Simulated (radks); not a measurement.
Hf II, 71 electrons, occupied as [Xe] 4f14 6s2 6p1 (not the ground configuration). All-electron calculation, Dirac Kohn-Sham, PBE, spin-unpolarised, spherical densities, point nucleus; open shells are shared between the two j in proportion to 2j + 1. Program: a radial shooting solver on a logarithmic mesh with Libxc functionals.

Normalised radial functions P(r) = r R(r) (large component), r in bohr:

r           5p1/2   4f7/2
0.002062   0.0119  0.0000
0.002816   0.0173  0.0000
0.003848   0.0256  0.0000
0.005257   0.0382  0.0000
0.007124   0.0564  0.0000
0.009733   0.0836  0.0001
0.0133     0.1211  0.0002
0.01816    0.1684  0.0006
0.02482    0.2179  0.0017
0.0339     0.2501  0.0051
0.04632    0.2300  0.0146
0.06277    0.1223  0.0379
0.08575   -0.0842  0.0934
0.1172    -0.3011  0.2086
0.16      -0.3383  0.4128
0.2187    -0.0522  0.7057
0.2987     0.3887  1.0172
0.4081     0.5100  1.2115
0.5531     0.0627  1.1840
0.7556    -0.6438  0.9591
1.032     -1.0289  0.6527
1.41      -0.8841  0.3711
1.927     -0.4759  0.1705
2.632     -0.1595  0.0607
3.596     -0.0306  0.0155
4.873     -0.0030  0.0025
6.657     -0.0001  0.0002
9.095     0.0000  0.0000
12.43     0.0000  0.0000

5p1/2: eigenvalue -54.311 eV, 3 radial nodes at r = 0.0765, 0.227, 0.569 bohr, <r> = 1.25 bohr, 90 % of the charge inside 1.83 bohr. 4f7/2: eigenvalue -29.467 eV, 0 radial nodes, <r> = 0.679 bohr, 90 % of the charge inside 1.15 bohr.
